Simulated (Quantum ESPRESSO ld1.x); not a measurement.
The numbers below are computed, except where a source is named.
Task: These are the eigenvalues of the occupied orbitals of an atom or ion with whole-number occupations (hartree). Level of theory: scalar-relativistic Kohn-Sham, LDA (Slater exchange, Perdew-Zunger correlation), spin-polarised, spherical densities, point nucleus (ld1.x of Quantum ESPRESSO 7.5).

orbital  eigenvalue
1s up      -256.925
1s down    -256.922
2s up      -30.3775
2s down    -30.3049
2p up      -25.9640
2p down    -25.9077
3s up      -3.80259
3s down    -3.65277
3p up      -2.56774
3p down    -2.42098
3d up      -0.64421
3d down    -0.50710
4s up      -0.48796

Which element is it, and in what charge state? The configuration may be excited. Open shells, if any, are filled with parallel spins first.

Result: Z = 26, iron, charge +1: Fe+ in [Ar] 3d6 4s1. The list shows which subshells hold electrons but not how many an open one holds; the 1s level, -256.92 hartree, gives Z - s = 22.7 by -(Z - s)^2/2, which with screening and relativity narrows Z to a few neighbours, and the depths of the outer levels then fix element, charge and occupations together.
